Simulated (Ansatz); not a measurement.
Steps of a relaxation of `CC[O][Ge]([Cl])([O]CC)[O]CC` with RKS PBE0-D4/def2-TZVP.

```sh
$ ansatz run in.yaml --threads 11 --pin off --events-out ev --progress --plain --max-ram 120832MiB --backend cuda --devices 0, --max-vram 75GiB
```

```yaml
crystal:
  periodic: [false, false, false]
  atoms:
    - {symbol: C, position_ang: [-0.388778, 2.231922, -2.872004]}
    - {symbol: C, position_ang: [-0.703779, 2.026088, -1.401571]}
    - {symbol: O, position_ang: [0.150317, 0.990328, -0.896138]}
    - {symbol: Ge, position_ang: [0.032063, 0.501191, 0.815179]}
    - {symbol: Cl, position_ang: [0.210364, 2.243403, 2.087489]}
    - {symbol: O, position_ang: [-1.529451, -0.248264, 1.200127]}
    - {symbol: C, position_ang: [-1.900408, -1.437668, 0.480008]}
    - {symbol: C, position_ang: [-3.355700, -1.741778, 0.783694]}
    - {symbol: O, position_ang: [1.325646, -0.674578, 1.101721]}
    - {symbol: C, position_ang: [2.693469, -0.302292, 0.869926]}
    - {symbol: C, position_ang: [3.581390, -1.443019, 1.331805]}
    - {symbol: H, position_ang: [-1.032859, 3.025748, -3.301721]}
    - {symbol: H, position_ang: [0.670536, 2.529212, -3.005731]}
    - {symbol: H, position_ang: [-0.557758, 1.296506, -3.442224]}
    - {symbol: H, position_ang: [-0.543419, 2.969834, -0.830451]}
    - {symbol: H, position_ang: [-1.775033, 1.744463, -1.269104]}
    - {symbol: H, position_ang: [-1.752034, -1.293630, -0.615873]}
    - {symbol: H, position_ang: [-1.248094, -2.285877, 0.789714]}
    - {symbol: H, position_ang: [-3.677394, -2.666234, 0.262492]}
    - {symbol: H, position_ang: [-3.503197, -1.883748, 1.872928]}
    - {symbol: H, position_ang: [-4.007071, -0.907353, 0.454752]}
    - {symbol: H, position_ang: [2.939195, 0.631725, 1.427300]}
    - {symbol: H, position_ang: [2.852856, -0.091446, -0.212760]}
    - {symbol: H, position_ang: [4.648950, -1.202452, 1.152509]}
    - {symbol: H, position_ang: [3.440435, -1.633734, 2.414534]}
    - {symbol: H, position_ang: [3.335651, -2.374445, 0.782999]}
basis:
  gaussian: {orbitals: def2-TZVP}
hamiltonian: {xc: pbe0, dispersion: d4}
relax: {f_tol: 0.005, max_steps: 150}
```

Positions (Å) and forces (eV/Å) along the path, 6 of 15 steps:

```xyz
26
step=1 energy=-81632.0401 eV
C    -0.389    2.232   -2.872    0.104   -0.022   -0.223
C    -0.704    2.026   -1.402   -0.206    0.134    0.204
O     0.150    0.990   -0.896   -0.294    0.125    0.535
Ge    0.032    0.501    0.815   -0.015   -0.187   -0.200
Cl    0.210    2.243    2.087   -0.050   -0.462   -0.321
O    -1.529   -0.248    1.200    0.510   -0.023   -0.354
C    -1.900   -1.438    0.480    0.219   -0.148   -0.166
C    -3.356   -1.742    0.784   -0.227    0.018    0.094
O     1.326   -0.675    1.102   -0.118    0.580   -0.139
C     2.693   -0.302    0.870    0.064    0.284   -0.151
C     3.581   -1.443    1.332    0.073   -0.219    0.091
H    -1.033    3.026   -3.302    0.295   -0.375    0.235
H     0.671    2.529   -3.006   -0.514   -0.135    0.078
H    -0.558    1.297   -3.442    0.070    0.452    0.284
H    -0.543    2.970   -0.830   -0.038   -0.487   -0.296
H    -1.775    1.744   -1.269    0.555    0.097   -0.072
H    -1.752   -1.294   -0.616   -0.091   -0.033    0.553
H    -1.248   -2.286    0.790   -0.330    0.453   -0.117
H    -3.677   -2.666    0.262    0.181    0.440    0.235
H    -3.503   -1.884    1.873    0.087    0.062   -0.530
H    -4.007   -0.907    0.455    0.324   -0.406    0.149
H     2.939    0.632    1.427   -0.146   -0.490   -0.247
H     2.853   -0.091   -0.213   -0.121   -0.142    0.555
H     4.649   -1.202    1.153   -0.519   -0.086    0.078
H     3.440   -1.634    2.415    0.069    0.107   -0.528
H     3.336   -2.374    0.783    0.119    0.467    0.254
26
step=2 energy=-81632.1558 eV
C    -0.382    2.221   -2.854    0.004    0.016   -0.067
C    -0.696    2.012   -1.392   -0.018   -0.002    0.035
O     0.155    0.980   -0.895   -0.122    0.010    0.296
Ge    0.031    0.491    0.799   -0.011   -0.183   -0.118
Cl    0.205    2.206    2.058   -0.002   -0.032   -0.025
O    -1.521   -0.241    1.185    0.274   -0.004   -0.196
C    -1.888   -1.429    0.476    0.035    0.004    0.005
C    -3.335   -1.730    0.784   -0.061   -0.027    0.009
O     1.313   -0.671    1.101   -0.107    0.269   -0.083
C     2.672   -0.297    0.865   -0.022    0.029   -0.034
C     3.557   -1.432    1.323    0.048   -0.048    0.009
H    -1.021    3.008   -3.271    0.086   -0.103    0.053
H     0.665    2.517   -2.985   -0.147   -0.040    0.029
H    -0.552    1.298   -3.422    0.019    0.129    0.086
H    -0.532    2.943   -0.825   -0.016   -0.146   -0.092
H    -1.754    1.729   -1.261    0.167    0.037   -0.024
H    -1.745   -1.288   -0.608   -0.031   -0.019    0.161
H    -1.241   -2.263    0.790   -0.104    0.130   -0.042
H    -3.650   -2.647    0.269    0.038    0.120    0.068
H    -3.478   -1.869    1.862    0.030    0.019   -0.152
H    -3.981   -0.907    0.455    0.100   -0.113    0.041
H     2.913    0.625    1.418   -0.041   -0.146   -0.076
H     2.822   -0.093   -0.207   -0.025   -0.040    0.170
H     4.611   -1.186    1.144   -0.138   -0.032    0.026
H     3.420   -1.621    2.394    0.014    0.036   -0.153
H     3.317   -2.352    0.777    0.031    0.137    0.071
26
step=5 energy=-81632.1706 eV
C    -0.364    2.212   -2.848    0.000    0.001   -0.003
C    -0.689    2.015   -1.389   -0.004    0.001    0.001
O     0.160    0.998   -0.871    0.009   -0.005    0.002
Ge    0.024    0.503    0.808    0.009    0.029    0.013
Cl    0.179    2.212    2.077   -0.004   -0.006   -0.005
O    -1.519   -0.233    1.168   -0.009   -0.007   -0.003
C    -1.880   -1.427    0.478    0.001   -0.004   -0.001
C    -3.322   -1.737    0.790   -0.002   -0.002    0.001
O     1.299   -0.648    1.112   -0.003   -0.003    0.003
C     2.655   -0.293    0.860    0.003    0.000   -0.007
C     3.535   -1.433    1.303    0.001   -0.003   -0.002
H    -1.000    2.990   -3.275    0.002   -0.001   -0.002
H     0.679    2.511   -2.970   -0.004   -0.001    0.001
H    -0.524    1.288   -3.407    0.001    0.003    0.004
H    -0.537    2.948   -0.834   -0.001   -0.004   -0.004
H    -1.741    1.726   -1.267    0.005    0.004   -0.001
H    -1.743   -1.299   -0.604   -0.002   -0.002    0.003
H    -1.230   -2.250    0.798   -0.003    0.002   -0.001
H    -3.629   -2.656    0.284   -0.001    0.001    0.002
H    -3.460   -1.870    1.864    0.001    0.001   -0.003
H    -3.971   -0.924    0.458    0.003   -0.003    0.002
H     2.912    0.621    1.409   -0.001   -0.005   -0.001
H     2.793   -0.090   -0.208    0.002    0.001    0.005
H     4.585   -1.192    1.120    0.000   -0.002    0.000
H     3.405   -1.626    2.370    0.000    0.001   -0.005
H     3.288   -2.345    0.755    0.000    0.005    0.001
26
step=6 energy=-81632.1709 eV
C    -0.352    2.212   -2.849   -0.001    0.002   -0.002
C    -0.684    2.022   -1.391   -0.008    0.006    0.002
O     0.164    1.010   -0.864    0.013   -0.011   -0.008
Ge    0.018    0.511    0.812    0.000    0.026    0.006
Cl    0.159    2.218    2.085   -0.003   -0.008   -0.003
O    -1.524   -0.230    1.163   -0.002    0.008    0.007
C    -1.880   -1.430    0.481    0.003   -0.010   -0.006
C    -3.319   -1.746    0.797   -0.002   -0.004   -0.002
O     1.295   -0.637    1.119   -0.006   -0.011    0.007
C     2.651   -0.290    0.860    0.007    0.006   -0.007
C     3.527   -1.437    1.293    0.001   -0.001   -0.001
H    -0.988    2.988   -3.283    0.003   -0.002   -0.001
H     0.691    2.513   -2.968   -0.004   -0.001    0.002
H    -0.508    1.285   -3.405    0.001    0.004    0.004
H    -0.539    2.958   -0.840    0.000   -0.005   -0.003
H    -1.737    1.731   -1.274    0.005    0.002   -0.001
H    -1.744   -1.308   -0.602   -0.002   -0.001    0.006
H    -1.225   -2.248    0.805   -0.003    0.004   -0.002
H    -3.623   -2.668    0.296   -0.001    0.002    0.003
H    -3.455   -1.874    1.872    0.002    0.001   -0.004
H    -3.973   -0.937    0.462    0.004   -0.004    0.002
H     2.917    0.621    1.411   -0.003   -0.006   -0.002
H     2.784   -0.083   -0.208   -0.001    0.001    0.006
H     4.578   -1.200    1.106   -0.002   -0.002    0.000
H     3.401   -1.634    2.360    0.000    0.001   -0.005
H     3.273   -2.344    0.742   -0.001    0.006    0.002
26
step=14 energy=-81632.1719 eV
C    -0.277    2.226   -2.871    0.001    0.000   -0.001
C    -0.654    2.047   -1.422   -0.001    0.000    0.001
O     0.169    1.030   -0.864    0.001    0.000   -0.001
Ge   -0.020    0.550    0.813    0.000    0.000    0.001
Cl    0.083    2.271    2.069    0.000    0.000    0.000
O    -1.566   -0.196    1.139    0.000    0.001   -0.001
C    -1.876   -1.434    0.502    0.000    0.002    0.000
C    -3.289   -1.811    0.863   -0.001   -0.001    0.001
O     1.248   -0.597    1.157    0.002   -0.001    0.000
C     2.608   -0.262    0.897   -0.004    0.004   -0.001
C     3.463   -1.458    1.225    0.003   -0.003    0.001
H    -0.892    3.004   -3.328    0.000    0.000    0.000
H     0.771    2.516   -2.960    0.000    0.000    0.000
H    -0.425    1.297   -3.425    0.000    0.000    0.000
H    -0.515    2.985   -0.872    0.000    0.000    0.000
H    -1.711    1.767   -1.334    0.000    0.000    0.000
H    -1.772   -1.337   -0.587    0.000    0.000    0.000
H    -1.173   -2.208    0.833    0.000   -0.001    0.000
H    -3.558   -2.762    0.396   -0.001   -0.001    0.000
H    -3.391   -1.915    1.945    0.000    0.000    0.000
H    -3.990   -1.046    0.524    0.000    0.001    0.000
H     2.903    0.598    1.512    0.000    0.000    0.000
H     2.729    0.023   -0.154    0.000    0.000    0.000
H     4.516   -1.232    1.042   -0.001    0.000    0.000
H     3.346   -1.738    2.274    0.000    0.000    0.000
H     3.181   -2.313    0.607    0.000    0.000    0.000
26
step=15 energy=-81632.1719 eV
C    -0.274    2.227   -2.871    0.000    0.000    0.000
C    -0.653    2.047   -1.424    0.000    0.000    0.000
O     0.169    1.030   -0.865    0.001   -0.001   -0.001
Ge   -0.021    0.550    0.812   -0.001    0.001    0.001
Cl    0.081    2.271    2.067    0.000    0.000    0.000
O    -1.567   -0.196    1.137    0.000    0.000   -0.001
C    -1.877   -1.435    0.502    0.000    0.000    0.000
C    -3.289   -1.813    0.867    0.000    0.000    0.000
O     1.247   -0.597    1.157    0.001   -0.001    0.000
C     2.607   -0.261    0.898   -0.002    0.001    0.000
C     3.462   -1.459    1.223    0.001   -0.001    0.000
H    -0.889    3.006   -3.330    0.000    0.000    0.000
H     0.774    2.519   -2.959    0.000    0.000    0.000
H    -0.420    1.299   -3.426    0.000    0.000    0.000
H    -0.516    2.985   -0.872    0.000    0.000    0.000
H    -1.711    1.766   -1.338    0.000    0.000    0.000
H    -1.776   -1.337   -0.587    0.000    0.000    0.000
H    -1.173   -2.207    0.831    0.000    0.000    0.000
H    -3.558   -2.764    0.400    0.000    0.000    0.000
H    -3.388   -1.917    1.949    0.000    0.000    0.000
H    -3.992   -1.049    0.529    0.000    0.000    0.000
H     2.902    0.597    1.516    0.000    0.000    0.000
H     2.729    0.027   -0.152    0.000    0.000    0.000
H     4.515   -1.232    1.041    0.000    0.000    0.000
H     3.344   -1.741    2.271    0.000    0.000    0.000
H     3.180   -2.311    0.603    0.000    0.000    0.000
```

Run time 24 s (11 threads of an AMD EPYC 7R13 on a shared host and a whole NVIDIA H100 80 GB); peak host memory 1.2 GiB.
